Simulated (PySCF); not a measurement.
Excitation energy of B by level of theory

B [He] 2s2 2p1 (2P) → B [He] 2s1 2p1 3s1 (4P), as a difference of total energies. Computed with PySCF 2.14 in aug-cc-pVTZ, with no relativity, point nucleus. Correlated levels: valence: 1s2 frozen. The calculations carry no spin-orbit coupling.

```tsv
method	excitation energy (eV)
UHF	8.078
MP2 (valence)	9.126
SCS-MP2 (valence)	9.398
CCSD (valence)	9.570
CCSD(T) (valence)	9.604
```

Problem. How much does correlation contribute at CCSD(T) (valence)?

Solution. 9.604 − (8.078) = 1.526 eV, measured against UHF.

The upper state lies above the first ionisation limit, but in LS coupling its spin forbids autoionisation to the ground ion. A Rydberg-like electron needs more diffuse functions than a valence basis has.

The promoted electron is Rydberg-like, and one or two diffuse shells describe it only roughly, which tends to raise the upper state.
